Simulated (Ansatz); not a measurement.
Program: Ansatz. Geometries: PBE0-D4/def2-TZVP. ΔE: electronic, gas phase. CCSD(T)/CBS is the MP2 limit (def2-TZVPP, def2-QZVPP) plus CCSD(T) − MP2 in def2-TZVPP, frozen cores. DFT in def2-TZVPP. B3LYP here is the variant with VWN-RPA as its local correlation; programs differ in this. For Ge, Se outer-core shells are correlated without core-valence functions, which leaves a few kJ/mol of doubt a bond. Scalar relativity is left out up to krypton. Each species was taken in one conformer, which may not be the lowest.

Reaction (redistribution): `[Cl][GeH]([Cl])[SeH]` + `CN[SiH2][SiH2]N` → `N[SiH2][SiH2][SeH]` + `C[NH][GeH]([Cl])[Cl]`

(1) Is it downhill or uphill in electronic energy at CCSD(T)/CBS, and by how much? (An estimate is asked.)

(2) What do these levels give: PBE-D4, PBE0-D4, B3LYP-D4, ωB97X-V, B2PLYP, B3LYP, CCSD/def2-TZVPP, HF/def2-QZVPP, SCS-MP2/def2-QZVPP, HF/CBS(def2), MP2/CBS(def2), CCSD/CBS(def2)? (Best estimate.)

Largest T1 diagnostic among the species: 0.011.

## Answers

(1) Computed: Uphill: ΔE = +0.04 eV.

(2) Computed: PBE-D4 0.10, PBE0-D4 0.09, B3LYP-D4 0.14, ωB97X-V 0.09, B2PLYP 0.11, B3LYP 0.15, CCSD/def2-TZVPP 0.07, HF/def2-QZVPP 0.12, SCS-MP2/def2-QZVPP 0.06, HF/CBS(def2) 0.12, MP2/CBS(def2) 0.04, CCSD/CBS(def2) 0.05 eV.

In def2-TZVPP, CCSD(T) changes the Hartree–Fock value by −0.05 eV (the triples alone add −0.01 eV) and MP2 by −0.05 eV.
